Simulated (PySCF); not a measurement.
# Basis-set dependence of population analyses: `C[Si@H](N)O[SiH3]`

Species: CH9NOSi2.
Numbering: `[CH3:1][Si@H:2]([NH2:3])[O:4][SiH3:5]` (hydrogens: H6, H7, H8 on C1; H9 on Si2; H10, H11 on N3; H12, H13, H14 on Si5)

PBE0 throughout (PySCF), one geometry, spherical d and f functions. Geometry: PBE0-D3(BJ)/def2-SVP, one conformer, isolated molecule. Atoms taken as equivalent share a column and are averaged. The first 7 of 9 kinds of atom are listed.

Mulliken charges (e):

| basis | functions | C1 | Si2 | N3 | O4 | Si5 | H6/H7/H8 | H9 |
| --- | --- | --- | --- | --- | --- | --- | --- | --- |
| STO-3G | 42 | -0.415 | +0.901 | -0.609 | -0.528 | +0.644 | +0.075 | -0.139 |
| 6-31G | 71 | -0.827 | +1.229 | -1.026 | -0.942 | +0.824 | +0.199 | -0.140 |
| pcSseg-0 | 71 | -1.223 | +1.547 | -1.088 | -1.011 | +0.779 | +0.260 | -0.115 |
| 6-31G* | 96 | -0.775 | +0.917 | -0.934 | -0.685 | +0.564 | +0.199 | -0.106 |
| cc-pVDZ | 123 | -0.269 | +0.596 | -0.323 | -0.521 | +0.417 | +0.066 | -0.090 |
| def2-SVP | 123 | -0.364 | +0.768 | -0.431 | -0.591 | +0.549 | +0.076 | -0.121 |
| aug-cc-pVDZ | 204 | +0.490 | +1.061 | -0.337 | -1.101 | -0.264 | -0.264 | +0.333 |
| 6-311+G(2d,p) | 205 | -0.767 | +1.260 | -0.896 | -0.941 | +0.685 | +0.170 | -0.089 |
| def2-TZVP | 221 | -0.497 | +0.534 | -0.646 | -0.407 | +0.288 | +0.139 | -0.050 |
| IGLO-III | 283 | -0.645 | +1.129 | -0.706 | -0.696 | +0.858 | +0.144 | -0.199 |
| cc-pVTZ | 284 | -0.388 | +0.448 | -0.364 | -0.355 | +0.253 | +0.105 | -0.061 |
| pcSseg-2 | 320 | -0.280 | +0.927 | -0.601 | -0.716 | +0.788 | +0.050 | -0.155 |

IAO charges (e):

```json
{"basis": "STO-3G", "functions": "42", "C1": "-0.658", "Si2": "+1.070", "N3": "-0.703", "O4": "-0.702", "Si5": "+0.760", "H6/H7/H8": "+0.134", "H9": "-0.131"}
{"basis": "6-31G", "functions": "71", "C1": "-0.735", "Si2": "+1.090", "N3": "-0.829", "O4": "-0.819", "Si5": "+0.686", "H6/H7/H8": "+0.167", "H9": "-0.118"}
{"basis": "pcSseg-0", "functions": "71", "C1": "-0.744", "Si2": "+1.122", "N3": "-0.804", "O4": "-0.820", "Si5": "+0.685", "H6/H7/H8": "+0.164", "H9": "-0.130"}
{"basis": "6-31G*", "functions": "96", "C1": "-0.738", "Si2": "+1.205", "N3": "-0.844", "O4": "-0.873", "Si5": "+0.829", "H6/H7/H8": "+0.158", "H9": "-0.154"}
{"basis": "cc-pVDZ", "functions": "123", "C1": "-0.735", "Si2": "+1.197", "N3": "-0.836", "O4": "-0.869", "Si5": "+0.820", "H6/H7/H8": "+0.157", "H9": "-0.154"}
{"basis": "def2-SVP", "functions": "123", "C1": "-0.729", "Si2": "+1.210", "N3": "-0.830", "O4": "-0.868", "Si5": "+0.839", "H6/H7/H8": "+0.154", "H9": "-0.162"}
{"basis": "aug-cc-pVDZ", "functions": "204", "C1": "-0.748", "Si2": "+1.205", "N3": "-0.866", "O4": "-0.878", "Si5": "+0.820", "H6/H7/H8": "+0.162", "H9": "-0.152"}
{"basis": "6-311+G(2d,p)", "functions": "205", "C1": "-0.760", "Si2": "+1.238", "N3": "-0.876", "O4": "-0.895", "Si5": "+0.857", "H6/H7/H8": "+0.163", "H9": "-0.161"}
{"basis": "def2-TZVP", "functions": "221", "C1": "-0.764", "Si2": "+1.252", "N3": "-0.875", "O4": "-0.899", "Si5": "+0.868", "H6/H7/H8": "+0.163", "H9": "-0.165"}
{"basis": "IGLO-III", "functions": "283", "C1": "-0.764", "Si2": "+1.248", "N3": "-0.879", "O4": "-0.898", "Si5": "+0.865", "H6/H7/H8": "+0.163", "H9": "-0.164"}
{"basis": "cc-pVTZ", "functions": "284", "C1": "-0.761", "Si2": "+1.239", "N3": "-0.870", "O4": "-0.892", "Si5": "+0.852", "H6/H7/H8": "+0.163", "H9": "-0.162"}
{"basis": "pcSseg-2", "functions": "320", "C1": "-0.763", "Si2": "+1.250", "N3": "-0.878", "O4": "-0.898", "Si5": "+0.866", "H6/H7/H8": "+0.163", "H9": "-0.164"}
```

Hirshfeld charges (e):

```csv
basis,functions,C1,Si2,N3,O4,Si5,H6/H7/H8,H9
STO-3G,42,-0.130,+0.539,-0.333,-0.335,+0.424,+0.014,-0.095
6-31G,71,-0.195,+0.445,-0.318,-0.372,+0.370,+0.047,-0.080
pcSseg-0,71,-0.200,+0.464,-0.319,-0.349,+0.392,+0.041,-0.090
6-31G*,96,-0.196,+0.409,-0.306,-0.324,+0.353,+0.048,-0.085
cc-pVDZ,123,-0.208,+0.432,-0.307,-0.308,+0.357,+0.046,-0.090
def2-SVP,123,-0.212,+0.436,-0.310,-0.307,+0.365,+0.046,-0.092
aug-cc-pVDZ,204,-0.223,+0.453,-0.320,-0.332,+0.369,+0.049,-0.083
"6-311+G(2d,p)",205,-0.213,+0.445,-0.316,-0.331,+0.371,+0.047,-0.084
def2-TZVP,221,-0.217,+0.439,-0.316,-0.320,+0.363,+0.048,-0.085
IGLO-III,283,-0.219,+0.440,-0.317,-0.317,+0.359,+0.048,-0.082
cc-pVTZ,284,-0.218,+0.441,-0.317,-0.316,+0.361,+0.048,-0.086
pcSseg-2,320,-0.223,+0.449,-0.320,-0.326,+0.371,+0.049,-0.085
```

Some averages cover members that differ in this geometry, most widely: H6/H7/H8, Mulliken in aug-cc-pVDZ -0.304 to -0.205 e.

Question: Which scheme is steadiest as the basis changes?

Answer: Largest range over the bases for any column: Hirshfeld 0.13 e, IAO 0.20 e, Mulliken 1.71 e. Hirshfeld charges move least and Mulliken charges most, counted in e. Without the minimal STO-3G basis the ranges are Hirshfeld 0.07, IAO 0.18, Mulliken 1.71 e.

Question: How much do the charges still move between the two largest bases, cc-pVTZ and pcSseg-2?

Answer: At most, over all atoms: Mulliken 0.535 e, IAO 0.014 e, Hirshfeld 0.011 e.

Question: What do the same runs give for the total energy, the frontier levels and the dipole moment?

Answer: 
```tsv
basis	energy (Eh)	HOMO (eV)	LUMO (eV)	μ (D)
STO-3G	-743.1653	-3.51	6.77	0.94
6-31G	-751.9715	-7.33	0.78	2.00
pcSseg-0	-751.0559	-7.43	0.89	1.96
6-31G*	-752.1063	-7.33	0.86	1.72
cc-pVDZ	-752.1432	-7.34	0.86	1.68
def2-SVP	-751.8419	-7.44	0.93	1.69
aug-cc-pVDZ	-752.1649	-7.61	-0.27	1.42
6-311+G(2d,p)	-752.2373	-7.66	-0.08	1.49
def2-TZVP	-752.2603	-7.63	0.36	1.51
IGLO-III	-752.2643	-7.63	0.30	1.46
cc-pVTZ	-752.2542	-7.58	0.47	1.53
pcSseg-2	-752.2752	-7.69	0.12	1.51
```

The dipole is fixed by the density alone, so its range of 1.06 D shows that the density itself changes with the basis, not only its division among atoms.
